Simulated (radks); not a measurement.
Coulomb parameter of the 3d shell of the manganese ion Mn2+ in the model configuration [Ar] 3d3.5 4p1.5, as a second difference U = [E(n + 0.5) + E(n - 0.5) - 2 E(n)] / (0.5)^2 with all orbitals relaxed. "Bare": the charge of the atom changes with n. "Screened": the 4p shell takes up the change at fixed total charge, which measures U(3d,3d) + U(4p,4p) - 2 U(3d,4p). All-electron calculation, scalar-relativistic Kohn-Sham, LDA (Slater exchange, Perdew-Wang correlation), spin-unpolarised, spherical densities, finite nucleus; Fermi nuclear charge, rms radius 3.7057 fm. Program: a radial shooting solver on a logarithmic mesh with Libxc functionals.

case              configuration  E - E(n) (eV)
start          [Ar] 3d3.5 4p1.5          0.000
bare +0.5        [Ar] 3d4 4p1.5        -15.648
bare -0.5        [Ar] 3d3 4p1.5         19.969
screened +0.5      [Ar] 3d4 4p1         -8.260
screened -0.5      [Ar] 3d3 4p2          9.673

U(bare) = 17.285 eV, U(screened by 4p) = 5.652 eV, against the Slater integral F0(3d,3d) = 24.403 eV with frozen orbitals.
